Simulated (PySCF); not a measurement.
Exercise with solution: chemical shift, span and skew from a shielding tensor

B(F)2(OSiH3) (BF2H3OSi), SMILES FB(F)O[SiH3]. Atoms are numbered in the order given.

```xyz
8

B      0.0314     0.9748     0.0000
F      0.7308     2.0960     0.0000
F     -1.2964     1.0707     0.0000
O      0.6480    -0.2192     0.0000
Si     0.0144    -1.7817     0.0000
H     -0.8136    -1.9855     1.2211
H     -0.8136    -1.9855    -1.2211
H      1.1755    -2.7063     0.0000
```
Charge 0, spin multiplicity 1.

The structure is a stationary point at r2SCAN-D4/def2-SVP. One conformer was computed; it need not be the lowest.

GIAO shieldings from HF/pcSseg-1 (PySCF), non-relativistic, no solvent. The symmetric part of the tensor of F2 has the principal values 229.5, 385.3, 394.5 ppm. The same nucleus in CFCl3 has σ = 238.5 ppm at this level (PySCF, at its B3LYP-D3(BJ)/def2-TZVP geometry).

Problem. Work out the isotropic shielding, the ¹⁹F shift against CFCl3, the span and the skew.

Solution. 
σ(iso) = (σ11 + σ22 + σ33)/3 = 336.4 ppm. δ = σ(ref) − σ(iso) = 238.5 − (336.4) = -97.9 ppm.
Span Ω = σ33 − σ11 = 165.0 ppm. Skew κ = 3(σ(iso) − σ22)/Ω = -0.89. Tumbling in solution averages the tensor to δ; in a static solid the shielding alone would spread this spin-1/2 line over Ω.
